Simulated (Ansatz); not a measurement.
Cost and result for the atomization energy of `[Cl][SnH2][Si](Cl)(Cl)Cl` (8 atoms, 7 bonds).

The species carries charge 0 and has multiplicity 1. Correlated methods include outer-core shells of Sn, which these sets cover unevenly. Sn takes the def2 core potential. The geometry is a stationary point of PBE0-D4/def2-TZVP. It is one conformer, not always the lowest. Program: Ansatz. All runs use 3 threads of an AMD EPYC 7R13 on a shared host and a share of an NVIDIA H100 80 GB. Times are those of one run each, without the atoms' runs, and a repeat can differ threefold. Electronic energies, without spin–orbit coupling; frozen cores. CCSD(T)/CBS adds CCSD(T) − MP2 in def2-TZVPP to the MP2 limit, and its time is that of the two runs behind it. T1 = 0.011. With those shells the extrapolation isn't a true limit. HSE06 is the plane-wave form, built on full-range PBE exchange.

CCSD(T)/CBS is a level of theory with its own doubt, some kJ/mol a heavy atom from the limit and from the frozen cores, so smaller differences don't rank the functionals.

| level | functions | wall time | atomization (kcal/mol) | difference from CCSD(T)/CBS | per bond |
| --- | --- | --- | --- | --- | --- |
| revPBE-D4/def2-TZVPP | 288 | 6 s | 530.1 | -13.8 | -2.0 |
| CAM-B3LYP-D4/def2-TZVPP | 288 | 6.5 s | 529.6 | -14.3 | -2.0 |
| BHLYP-D4/def2-TZVPP | 288 | 7 s | 519.6 | -24.3 | -3.5 |
| PBE0-D4/def2-TZVPP | 288 | 7 s | 539.4 | -4.5 | -0.7 |
| HSE06-D4/def2-TZVPP | 288 | 7 s | 539.5 | -4.4 | -0.6 |
| r2SCANh-D4/def2-TZVPP | 288 | 8 s | 540.7 | -3.2 | -0.5 |
| B97M-V/def2-TZVPP | 288 | 8.5 s | 555.9 | 12.0 | 1.7 |
| CCSD(T)/def2-SVP | 126 | 9 s | 480.9 | -63.0 | -9.0 |
| PBE-D4/def2-TZVPP (with forces) | 288 | 9.5 s | 544.8 | 0.9 | 0.1 |
| PBE-QIDH/def2-TZVPP | 288 | 11 s | 537.9 | -6.0 | -0.9 |
| CCSD(T)/def2-TZVPP | 288 | 16 s | 520.2 | -23.7 | -3.4 |
| CCSD(T)/def2-QZVPP | 492 | 2.9 min | 536.4 | -7.5 | -1.1 |
| CCSD(T)/CBS(def2) | – | 3.2 min | 543.9 | 0.0 | 0.0 |

In def2-TZVPP, CCSD(T) changes the Hartree–Fock value by +132.4 kcal/mol (the triples alone add +12.6 kcal/mol) and MP2 by +148.0 kcal/mol; breaking electron pairs costs correlation energy, which Hartree–Fock lacks. From BLYP to BHLYP (50 % exact exchange), in def2-TZVPP and without D4, the atomization energy moves by +1.1 kcal/mol. At CCSD(T), def2-SVP lies −63.0 kcal/mol from the extrapolated value and def2-TZVPP −23.8 kcal/mol: correlation converges slowly with the basis, and small sets miss more of it in the bonded molecule than in its fragments.

Spin–orbit coupling would lower the free Sn atoms strongly, and the atomization energy with them, by more than many differences here. For some Ge, Se and Sn compounds the MP2-based and the directly extrapolated limit differ by 10 to 25 kJ/mol.
